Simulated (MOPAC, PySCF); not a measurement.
BrCl3Si, SMILES `Cl[Si](Cl)(Cl)Br`, neutral singlet in the gas phase. 

Cartesian coordinates (Å):
```xyz
5

Cl    -0.8633    -1.1464    -1.4559
Si    -0.0279    -0.0055     0.0066
Cl    -0.1296    -1.0034     1.7764
Cl    -1.0551     1.7434     0.1624
Br     2.0760     0.4119    -0.4895
```
Charge 0, multiplicity 1.

All levels are single points at this geometry (B3LYP-D3(BJ)/def2-TZVP); Pople sets use spherical d functions. Orbital energies aren't observables, and empty levels follow the basis.

HF/STO-3G in PySCF gives gap (eV) = 15.24.

**Question.** Estimate the gap (eV) from each of these levels: B3LYP-D3(BJ)/def2-TZVP in PySCF; PBE-D3(BJ)/def2-TZVP in PySCF; B3LYP/3-21G in PySCF; M06-2X/6-31G* in PySCF; PBE/6-31G* in PySCF; SVWN5/6-31G* in PySCF; HF/3-21G in PySCF; PM3 in MOPAC.

**Answer.** 
```tsv
level	gap (eV)
B3LYP-D3(BJ)/def2-TZVP in PySCF	7.43
PBE-D3(BJ)/def2-TZVP in PySCF	5.68
B3LYP/3-21G in PySCF	6.99
M06-2X/6-31G* in PySCF	10.02
PBE/6-31G* in PySCF	5.60
SVWN5/6-31G* in PySCF	5.49
HF/3-21G in PySCF	14.33
PM3 in MOPAC	8.95
```
